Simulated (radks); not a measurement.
Initial-state core-level shifts of neutral bismuth when its valence configuration changes from [Hg] 6p3. All-electron calculation, Dirac Kohn-Sham, PBEsol, spin-unpolarised, spherical densities, point nucleus; open shells are shared between the two j in proportion to 2j + 1. Program: a radial shooting solver on a logarithmic mesh with Libxc functionals. Shifts are changes of the shell-averaged eigenvalues in eV (positive: less bound).

valence,1s,2p,3p,5s
[Xe] 4f13 5d10 6s2 6p4,-20.842,-22.338,-24.769,-10.356
[Xe] 4f14 5d9 6s2 6p4,-6.098,-6.324,-6.220,-5.622
[Xe] 4f14 5d10 6p5,-3.442,-3.345,-3.372,-3.344
[Xe] 4f14 5d9.5 6s0.5 6p5,-5.588,-5.625,-5.596,-5.281
[Xe] 4f14 5d10 6s1 6p4,-1.763,-1.714,-1.727,-1.714
[Xe] 4f14 5d9.5 6s2 6p3.5,-3.040,-3.148,-3.099,-2.815
[Xe] 4f12 5d10 6s2 6p5,-42.457,-45.546,-50.474,-20.837
[Xe] 4f14 5d8.5 6s1.5 6p5,-10.009,-10.335,-10.177,-9.221
[Xe] 4f13.5 5d10 6s2 6p3.5,-10.323,-11.059,-12.266,-5.161
